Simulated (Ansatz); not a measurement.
Total energies of [ICl4]- (ICl4⁻) from Ansatz at PBE-D4/def2-TZVPD, gas phase (1 Eh = 27.2114 eV = 2625.5 kJ/mol). The reference geometry is relaxed at PBE-D4/def2-SVPD.

```
            state                     geometry  energy (Eh)
charge -1 singlet                    reference  -2137.96284
 charge 0 doublet                    reference  -2137.77838
 charge 0 doublet  relaxed at PBE-D4/def2-SVPD  -2137.78499
```

In the def2 sets I takes a core potential; there is no spin–orbit coupling.

(1) Work out the vertical ionisation energy to the doublet.

(2) How much does the charge 0 doublet relax, and what is the adiabatic ionisation energy?

(1) E(charge 0 doublet) − E(charge -1 singlet) = -2137.77838 − (-2137.96284) = 0.18446 Eh = 5.02 eV. For comparison, −ε of the highest occupied level is 2.60 eV at this level, 2.42 eV less.

(2) Relaxation: -2137.77838 − (-2137.78499) = 0.00661 Eh = 0.18 eV. Adiabatic ionisation energy: 0.17785 Eh = 4.84 eV, without zero-point energy.
